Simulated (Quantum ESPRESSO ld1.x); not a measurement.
The numbers below are computed, except where a source is named.
Question: The mean radii <r> (bohr) of the occupied orbitals of an atom or ion are listed with their occupations. Code: ld1.x of Quantum ESPRESSO 7.5. Model: non-relativistic Kohn-Sham, LDA (Slater exchange, Perdew-Zunger correlation), spin-polarised, spherical densities, point nucleus.

orbital  occ.     <r>
1s up       1  0.1314
1s down     1  0.1312
2s up       1  0.6549
2s down     1  0.6618
2p up       3  0.6096
2p down     1  0.6204
3p up       2   2.279

Name the element and its charge. Open shells, if any, are filled with parallel spins first.

Answer: Z = 12, magnesium, charge +2: Mg2+ in [He] 2s2 2p4 3p2. The 1s radius gives Z: for a bare nucleus <r> = 1.5/Z, 0.125 bohr for Z = 12, and screening makes it slightly larger (0.1314 here). The occupations add up to 10, and the charge is Z minus that.
